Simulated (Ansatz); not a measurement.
FH2In (SMILES [F][InH2]) moved off its minimum; all values from Ansatz (a quantum-chemistry and plane-wave program), cores frozen in correlated methods. Elements past Kr take the def2 small-core potentials, without spin–orbit coupling.
(charge 0, multiplicity 1)
```xyz
4

In    -0.11839    -0.22409     0.05689
H      0.81011    -0.97622     1.27498
H     -1.56457    -0.51661    -0.81521
F      0.78763     1.42148    -0.49932
```

### Question
Give the forces (eV/Å), the total energy and the dipole at CCSD(T)/def2-TZVPPD.

### Answer

```tsv
atom	Fx	Fy	Fz
In1	-0.077	-0.135	-0.018
H2	0.118	-0.207	0.262
H3	-0.186	-0.037	-0.086
F4	0.145	0.379	-0.158
```
Energy -290.2267 hartree, dipole 3.09 D.
